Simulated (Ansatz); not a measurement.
Reaction (redistribution): `[NH2][GaH][Br]` + `N[CH2][GaH][SiH3]` → `[NH2][Ga]([NH2])[Br]` + `[CH3][GaH][SiH3]`

Calculated with Ansatz (gas phase, PBE0-D4/def2-TZVP geometries, no zero-point term in ΔE). CBS: MP2 limit from def2 TZ/QZ plus the TZ coupled-cluster correction, frozen cores. Functionals use def2-TZVPP. For Br, Ga outer-core shells are correlated without core-valence functions, which leaves a few kJ/mol of doubt a bond. Scalar relativity is left out up to krypton. One conformer a species, not always the lowest.

`[NH2][GaH][Br]`:

Cartesian coordinates in Å:
```
N -0.459 -0.382 0.839
Ga 0.117 0.361 -0.697
Br 2.378 0.173 -1.029
H -1.418 -0.389 1.138
H 0.157 -0.837 1.490
H -0.775 1.075 -1.741
```

`N[CH2][GaH][SiH3]`:

```xyz
12

N    -0.227    0.289   -1.817
C    -1.145   -0.508   -1.016
Ga   -0.706   -0.430    0.915
Si    1.374    0.595    1.603
H     0.733    0.003   -1.677
H    -0.422    0.203   -2.807
H    -2.156   -0.092   -1.107
H    -1.237   -1.566   -1.316
H    -1.726   -1.024    1.961
H     1.938   -0.015    2.840
H     1.155    2.045    1.878
H     2.419    0.500    0.542
```

`[NH2][Ga]([NH2])[Br]`:

Cartesian coordinates in Å:
```
N 1.008 -1.258 -0.352
Ga 0.217 0.219 0.328
N -1.378 0.885 -0.205
Br 1.321 1.334 1.995
H 0.492 -1.936 -0.887
H 1.782 -1.679 0.134
H -1.796 0.620 -1.081
H -1.647 1.815 0.069
```

`[CH3][GaH][SiH3]`:

Z-matrix (Å, degrees):
```
C
Ga 1 1.971
H 1 1.094 2 109.2
H 1 1.090 2 113.1 3 120.9
H 1 1.093 2 110.1 3 -116.9
Si 2 2.419 1 120.8 3 -114.8
H 2 1.578 1 118.1 3 64.8
H 6 1.492 2 110.2 1 -59.4
H 6 1.492 2 110.2 1 58.1
H 6 1.489 2 114.2 1 179.3
```

(1) Is it downhill or uphill in electronic energy at CCSD(T)/CBS, and by how much? (Best estimate.)

(2) What do these levels give: r2SCAN-D4, PBE0-D4, ωB97M-V, MP2/def2-TZVPP, CCSD/def2-TZVPP, MP2/CBS(def2)? (Estimate.)

Largest T1 diagnostic among the species: 0.012.

Results:

(1) Ansatz gave: Downhill: ΔE = -128.8 kJ/mol.

(2) Ansatz gave: r2SCAN-D4 -124.5, PBE0-D4 -118.7, ωB97M-V -121.0, MP2/def2-TZVPP -135.5, CCSD/def2-TZVPP -128.8, MP2/CBS(def2) -135.8 kJ/mol.

From PBE to PBE0 (25 % exact exchange), in def2-TZVPP and without D4, ΔE moves by −4.3 kJ/mol.
